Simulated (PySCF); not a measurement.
Choosing a molecule for a target property.

All species are isolated and taken at one optimised geometry, non-relativistic unless stated; the electronic structure was computed with PySCF and density fitting.

The conformers computed, where there is a choice (atom-mapped SMILES and torsion angles):
- `[OH:1][CH2:2][CH:3]1[CH2:4][CH2:5]1`: O1–C2–C3–C4 85°, H–O1–C2–C3 -54°
- `[cH:1]1[cH:2][s:3][c:4]([CH:5]2[CH2:6][CH2:7]2)[cH:8]1`: S3–C4–C5–C6 -37°
- `[CH2:1]=[CH:2][Si:3]1([PH2:4])[CH2:5][CH2:6][CH2:7]1`: C1–C2–Si3–P4 1°, H–P4–Si3–C2 -48°, H–P4–Si3–C2 45°
- `[CH3:1][C@@H:2]([SiH3:3])[Si@@H:4]([F:5])[CH2:6][Cl:7]`: C1–C2–Si4–F5 -71°, C2–Si4–C6–Cl7 64°
- `[CH2:1]=[C:2]([CH3:3])[O:4][CH3:5]`: C1–C2–O4–C5 0°

**Question.** Wanted: lowest triplet excitation (Tamm–Dancoff) between 4 eV and 4.4 eV (TDA CAM-B3LYP/def2-SVPD) and HOMO–LUMO gap below 10 eV (CAM-B3LYP/def2-SVPD), at GFN2-xTB geometries. Which candidate meets both?
A. `c1csc(C2CC2)c1`
B. `C[C@@H]([SiH3])[Si@@H](F)CCl`
C. `C=C[Si]1(P)CCC1`
D. `C=C(C)OC`
E. `OCC1CC1`

**Answer.** C. Computed values:
| species | lowest triplet excitation (Tamm–Dancoff) | HOMO–LUMO gap |
| --- | --- | --- |
| c1csc(C2CC2)c1 | 3.57 eV | 8.25 eV |
| C=C[Si]1(P)CCC1 | 4.31 eV | 9.20 eV |
| C=C(C)OC | 4.56 eV | 9.37 eV |
| C[C@@H]([SiH3])[Si@@H](F)CCl | 6.14 eV | 10.26 eV |
| OCC1CC1 | 6.80 eV | 10.63 eV |

**Question.** Wanted: dipole moment above 1 D (CAM-B3LYP/def2-SVPD) and static isotropic polarisability above 70 au (CAM-B3LYP/def2-SVPD), at GFN2-xTB geometries. Which candidate meets both?
A. `C1=CSC(C2CC2)=C1`
B. `C=C(C)OC`
C. `OCC1CC1`
D. `C=C[Si]1(P)CCC1`

**Answer.** D. Computed values:
| species | dipole moment | static isotropic polarisability |
| --- | --- | --- |
| C=C(C)OC | 0.60 D | 55.1 au |
| C1=CSC(C2CC2)=C1 | 0.79 D | 94.6 au |
| C=C[Si]1(P)CCC1 | 1.12 D | 110.4 au |
| OCC1CC1 | 1.88 D | 51.5 au |

**Question.** Wanted: electronic spatial extent ⟨r²⟩ about the centre of nuclear charge above 1200 bohr² (CAM-B3LYP/def2-SVPD) and HOMO energy above -9.4 eV (CAM-B3LYP/def2-SVPD), at GFN2-xTB geometries. Which candidate meets both?
A. `C1=CSC(C2CC2)=C1`
B. `F[Si@@H](CCl)[C@H]([SiH3])C`
C. `C1CC[Si]1(P)C=C`
D. `OCC1CC1`

**Answer.** C. Computed values:
```
                    species  electronic spatial extent ⟨r²⟩ about the centre of nuclear charge  HOMO energy
                    OCC1CC1                                                          468 bohr²     -9.30 eV
           C1=CSC(C2CC2)=C1                                                         1110 bohr²     -7.52 eV
            C1CC[Si]1(P)C=C                                                         1278 bohr²     -8.66 eV
F[Si@@H](CCl)[C@H]([SiH3])C                                                         1743 bohr²     -9.49 eV
```

**Question.** Wanted: smallest rotational constant between 0.8 GHz and 1.05 GHz (GFN2-xTB) and lowest singlet excitation below 6.4 eV (TDDFT CAM-B3LYP/def2-SVPD), at GFN2-xTB geometries. Which candidate meets both?
A. `F[Si@@H](CCl)[C@H]([SiH3])C`
B. `C1=CSC(C2CC2)=C1`
C. `C1CC[Si]1(P)C=C`
D. `OCC1CC1`

**Answer.** C. Computed values:
```csv
species,smallest rotational constant,lowest singlet excitation
F[Si@@H](CCl)[C@H]([SiH3])C,0.666 GHz,6.77 eV
C1CC[Si]1(P)C=C,1.004 GHz,6.12 eV
C1=CSC(C2CC2)=C1,1.094 GHz,5.37 eV
OCC1CC1,2.888 GHz,7.11 eV
```
